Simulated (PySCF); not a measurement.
C3H8O2Si, SMILES COC[SiH2]C=O.

Geometry: B3LYP-D3(BJ)/def2-SVP. The structure was generated by enumeration, and PubChem lists no compound with its InChIKey, so it may never have been made. The values are those of a single conformer.

The numbers are results of SMD-M06-2X/6-31G* (PySCF), not measurements.

Solvation free energies are E(SMD) − E(gas) at the gas-phase geometry, for 1 M in both phases. In vacuum the dipole moment is 3.76 D.

Problem. Estimate the solvation free energies in water, N,N-dimethylformamide, 1-octanol. (An estimate is asked for; the answer gives what the named calculation found.)

Solution. 
| solvent | ΔG(solv) (kcal/mol) | its non-electrostatic (CDS) part | dipole (D) |
|---|---|---|---|
| water | -1.6 | 6.0 | 4.98 |
| N,N-dimethylformamide | -3.9 | 0.2 | 4.52 |
| 1-octanol | -2.7 | 3.3 | 4.73 |
